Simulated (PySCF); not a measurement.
One of the candidates below gave these computed data.

All candidates are C5H10N2.

| technique | computed result |
| --- | --- |
| 13C NMR | chemical shifts (computed TMS as zero) by class: 144.9 (1 C), 128.8 (1 C), 123.6 (1 C), 59.8 (1 C), 12.4 (1 C) ppm [GIAO PBE0/pcSseg-1] |
| Dipole | 1.95 D [PBE0/def2-SVPD] |
| 1H NMR | chemical shifts (computed TMS as zero) by class: 6.29 (1 H), 5.92 (1 H), 5.45 (1 H), 5.33 (1 H), 4.66 (1 H), 4.03 (2 H), 1.62 (3 H) ppm [GIAO PBE0/pcSseg-1] |
| Rotational structure | rotational constants A, B, C: 5.637, 1.291, 1.237 GHz [GFN2-xTB] |
| Polarisability | 81.4 au [PBE0/def2-SVPD] |
| Triplet | lowest triplet excitation (Tamm–Dancoff): 3.86 eV [TDA PBE0/def2-SVPD] |
| NMR, other nuclei | isotropic shieldings of nuclei other than C and H, by class: -121 (1 N), 126 (1 N) ppm [GIAO PBE0/pcSseg-1] |

Gas-phase values; electronic properties from PySCF, density fitting. Levels stand in brackets. Isolated species at its GFN2-xTB geometry (one conformer only). Each NMR value is the plain mean over a class of atoms that symmetry, rotation or inversion makes alike.

Problem. Which candidate is it?
A. `C/C(=N/N)C1CC1`
B. `C=CN1CCCN1`
C. `C/C=N/C/C=N/C`
D. `C=CCN/N=C\C`

Solution. D. It is `C=CCN/N=C\C`. Numbering: `[CH2:1]=[CH:2][CH2:3][NH:4]/[N:5]=[CH:6]\[CH3:7]`. Its formula, C5H10N2, gives 2 degrees of unsaturation: 0 rings and 2 π bonds in the structure found. 5 carbons fall into 5 classes; from least to most shielded: alkene CH carbon [C2] (144.9 ppm), C=N carbon [C6] (128.8 ppm), terminal =CH2 carbon [C1] (123.6 ppm), sp3 carbon bound to nitrogen [C3] (59.8 ppm), methyl carbon [C7] (12.4 ppm). Hydrogen classes from least to most shielded: 1 H on a C=N carbon, C6 (6.29 ppm), 1 H on an alkene CH carbon, C2 (5.92 ppm), 1 H on a terminal =CH2 carbon, C1 (5.45 ppm), 1 H on a terminal =CH2 carbon, C1 (5.33 ppm), 1 H on a nitrogen bonded to C, N and H, N4 (4.66 ppm), 2 H on an sp3 carbon bound to nitrogen, C3 (4.03 ppm), 3 H on a methyl carbon, C7 (1.62 ppm). The other shieldings belong to: -121 ppm, C=N nitrogen [N5]; 126 ppm, nitrogen bonded to C, N and H [N4]. The optimised geometry has point group C1 and is an asymmetric top.

The others, at the same levels:
- `C=CN1CCCN1` fails: its computed 13C shifts are 142.1 (1 C), 87.5 (1 C), 50.9 (1 C), 50.6 (1 C), 31.5 (1 C) ppm, 1H shifts are 6.31 (1 H), 4.30 (1 H), 4.03 (1 H), 3.15 (2 H), 3.07 (2 H), 2.04 (1 H), 1.86 (2 H) ppm and rotational constant A is 6.257 GHz (against 5.637 GHz).
- `C/C(=N/N)C1CC1` fails: it has 4 carbon classes against 5; its computed 13C shifts are 142.5 (1 C), 22.2 (1 C), 9.6 (1 C), 5.6 (2 C) ppm, 1H shifts are 5.24 (2 H), 1.59 (3 H), 1.41 (1 H), 0.66 (2 H), 0.58 (2 H) ppm and rotational constant A is 4.243 GHz (against 5.637 GHz).
- `C/C=N/C/C=N/C` fails: its computed 13C shifts are 166.4 (1 C), 164.4 (1 C), 73.4 (1 C), 50.7 (1 C), 27.0 (1 C) ppm, 1H shifts are 8.05 (1 H), 7.88 (1 H), 4.41 (2 H), 3.58 (3 H), 2.06 (3 H) ppm and rotational constant A is 8.387 GHz (against 5.637 GHz).

Each candidate is one conformer, not necessarily the lowest. The conformers computed, where there is a choice (atom-mapped SMILES and torsion angles):
- `[CH2:1]=[CH:2][CH2:3][NH:4]/[N:5]=[CH:6]\[CH3:7]`: C1–C2–C3–N4 -113°, C2–C3–N4–N5 88°, C3–N4–N5–C6 -158°
- `[CH3:1]/[C:2](=[N:3]/[NH2:4])[CH:5]1[CH2:6][CH2:7]1`: C1–C2–C5–C6 61°, H–N4–N3–C2 159°, H–N4–N3–C2 28°
- `[CH3:1]/[CH:2]=[N:3]/[CH2:4]/[CH:5]=[N:6]/[CH3:7]`: C2–N3–C4–C5 -119°, N3–C4–C5–N6 133°

The conformers of `C=CN1CCCN1` aren't listed.
